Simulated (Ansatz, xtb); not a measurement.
**Relative energy of two isomers of C4H8BBr**

We compare a, `BrB1CCCC1`, a singlet, with b, `C/C=C/CBBr`, a singlet. Both are isolated molecules in the gas phase, relaxed with B3LYP-D3(BJ)/def2-SVP; the shapes shown needn't be the lowest conformers.

a (Å):

```yaml
atoms:
  - { symbol: C, position_ang: [-0.1167, -1.6676, -2.1439] }
  - { symbol: C, position_ang: [0.2890, -0.6481, -1.0540] }
  - { symbol: C, position_ang: [-0.8365, -0.7093, -0.0014] }
  - { symbol: C, position_ang: [-2.1459, -0.8475, -0.8127] }
  - { symbol: B, position_ang: [-1.6852, -1.6310, -2.0925] }
  - { symbol: Br, position_ang: [-2.8595, -2.4226, -3.3948] }
  - { symbol: H, position_ang: [0.3491, -1.5178, -3.1298] }
  - { symbol: H, position_ang: [0.1655, -2.6944, -1.8287] }
  - { symbol: H, position_ang: [1.2847, -0.8366, -0.6222] }
  - { symbol: H, position_ang: [0.3205, 0.3635, -1.4962] }
  - { symbol: H, position_ang: [-0.7009, -1.6082, 0.6259] }
  - { symbol: H, position_ang: [-0.8285, 0.1567, 0.6793] }
  - { symbol: H, position_ang: [-2.4746, 0.1484, -1.1779] }
  - { symbol: H, position_ang: [-3.0033, -1.2627, -0.2613] }
```

b (Å):

```
atom    x (Å)    y (Å)    z (Å)
   C  -3.6087   2.2472  -1.1947
   C  -2.5357   1.2412  -1.4738
   C  -1.2171   1.4638  -1.3593
   C  -0.1416   0.4469  -1.6906
   B   0.0303   0.7482  -3.2128
  Br  -0.7267  -0.4140  -4.5510
   H  -4.2392   2.4096  -2.0865
   H  -3.1889   3.2180  -0.8899
   H  -4.2854   1.8982  -0.3952
   H  -2.8702   0.2449  -1.7919
   H  -0.8734   2.4648  -1.0716
   H   0.7751   0.6589  -1.1182
   H  -0.4755  -0.5790  -1.4810
   H   0.5659   1.7426  -3.6243
```

Quicker runs give these differences E(b) − E(a): GFN2-xTB +77.2 kJ/mol; HF/STO-3G +219.7 kJ/mol (at GFN2-xTB geometries); r2SCAN-D4/def2-SVP +113.7 kJ/mol (at GFN2-xTB geometries).

Problem. Estimate E(b) − E(a) at the level CCSD(T)/def2-SVP + ΔMP2/def2-TZVPP.

Solution. Calculated at CCSD(T)/def2-SVP + ΔMP2/def2-TZVPP: E(b) − E(a) = +98.0 kJ/mol, so structure a lies lower.

The same difference at several levels:

```json
{"level": "GFN2-xTB", "geometry": "GFN2-xTB", "E(b) − E(a) (kJ/mol)": "+77.2", "departure from the last row (kJ/mol)": "−20.9", "job, with rough time for the two": "optimisation, 0.3 s"}
{"level": "HF/STO-3G", "geometry": "GFN2-xTB", "E(b) − E(a) (kJ/mol)": "+219.7", "departure from the last row (kJ/mol)": "+121.7", "job, with rough time for the two": "single point, 0.4 s"}
{"level": "r2SCAN-D4/def2-SVP", "geometry": "GFN2-xTB", "E(b) − E(a) (kJ/mol)": "+113.7", "departure from the last row (kJ/mol)": "+15.7", "job, with rough time for the two": "single point, 3.7 s"}
{"level": "B3LYP-D3(BJ)/def2-SVP", "geometry": "B3LYP-D3(BJ)/def2-SVP", "E(b) − E(a) (kJ/mol)": "+97.0", "departure from the last row (kJ/mol)": "−1.0", "job, with rough time for the two": "optimisation, 47 s"}
{"level": "HF/def2-SVP", "geometry": "B3LYP-D3(BJ)/def2-SVP", "E(b) − E(a) (kJ/mol)": "+94.5", "departure from the last row (kJ/mol)": "−3.5", "job, with rough time for the two": "part of the CCSD(T) run"}
{"level": "MP2/def2-SVP", "geometry": "B3LYP-D3(BJ)/def2-SVP", "E(b) − E(a) (kJ/mol)": "+110.0", "departure from the last row (kJ/mol)": "+12.0", "job, with rough time for the two": "part of the CCSD(T) run"}
{"level": "CCSD(T)/def2-SVP", "geometry": "B3LYP-D3(BJ)/def2-SVP", "E(b) − E(a) (kJ/mol)": "+100.3", "departure from the last row (kJ/mol)": "+2.3", "job, with rough time for the two": "single point"}
{"level": "CCSD(T)/def2-SVP + ΔMP2/def2-TZVPP", "geometry": "B3LYP-D3(BJ)/def2-SVP", "E(b) − E(a) (kJ/mol)": "+98.0", "departure from the last row (kJ/mol)": "", "job, with rough time for the two": "single point, 72 s"}
```

As drawn, b has 1 C=C, 1 B–H in place of 1 C–B, 1 C–C, 1 C–H. Structure a has a 5-membered ring, b no ring.

None of the levels shown reverses the order. The largest departure from CCSD(T)/def2-SVP + ΔMP2/def2-TZVPP is that of HF/STO-3G, 121.7 kJ/mol. The last row adds to CCSD(T) the change of the MP2 difference between the two basis sets, here −2.3 kJ/mol.

With thermal terms from frequencies at re-optimised GFN2-xTB minima (ideal gas, soft modes damped towards free rotors, one conformer each, 298.15 K, 1 atm): the zero-point term adds −12.1 kJ/mol; ΔH is +90.2 and ΔG +78.1 kJ/mol.

The correlated steps freeze 14 core orbitals; the filled d shell of Br is correlated, in a basis made for valence electrons. Programs: Ansatz 0.2.0, xtb 6.7.1; the last row on 4 threads of Arm Neoverse V1 on a shared host.
